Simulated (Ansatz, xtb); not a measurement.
## Ranking isomers of C5H6BF3

4 gas-phase structures of C5H6BF3, from a drawn sample of its isomers (lower ones may exist). Each was relaxed with GFN2-xTB; where two conformers were screened, the lower at r2SCAN-D4/def2-SVP//GFN2-xTB is listed:

A. `FB(F)C1=CC[C@H](F)C1`, a singlet
B. `F/C=C(/B(F)F)C1CC1`, a singlet
C. `C=C(C)/C(=C\F)B(F)F`, a singlet
D. `FB(F)[C@@H]1C=C[C@@H](F)C1`, a singlet

**Question.** Which do you expect lowest at r2SCAN-D4/def2-SVP//GFN2-xTB, and how would the others follow?

**Answer.** Calculated order at r2SCAN-D4/def2-SVP//GFN2-xTB: A (0.0), D (6.7), C (16.7), B (20.7) kcal/mol.

Energies above the lowest of each column, in kcal/mol; the last columns are at r2SCAN-D4/def2-SVP geometries and were run for some of them only (a dash: not run or not comparable):

| structure | GFN2-xTB | HF/STO-3G | r2SCAN-D4/def2-SVP//GFN2-xTB | r2SCAN-D4/def2-SVP | CCSD(T)/def2-SVP + ΔMP2/def2-TZVPP |
| --- | --- | --- | --- | --- | --- |
| A | 0.0 | 0.0 | 0.0 | 0.0 | 0.0 |
| D | 7.3 | 7.2 | 6.7 | 6.6 | 6.0 |
| C | 28.0 | 41.6 | 16.7 | 16.8 | 18.0 |
| B | 24.4 | 38.4 | 20.7 | – | – |

Every level run on A puts it lowest or level with the lowest. Flexible structures stand in one conformer each, not always the lowest. Frequencies (GFN2-xTB) were run for A, C, D alone. ΔMP2 is the change of the MP2 energy from the smaller to the larger basis.

Over these structures GFN2-xTB departs from r2SCAN-D4/def2-SVP//GFN2-xTB by 3.7 kcal/mol on average once a common shift is removed. A GFN2-xTB relaxation took about 0.11 s and the r2SCAN-D4/def2-SVP//GFN2-xTB energy about 2.2 s on a shared host (Ansatz 0.2.0, xtb 6.7.1).
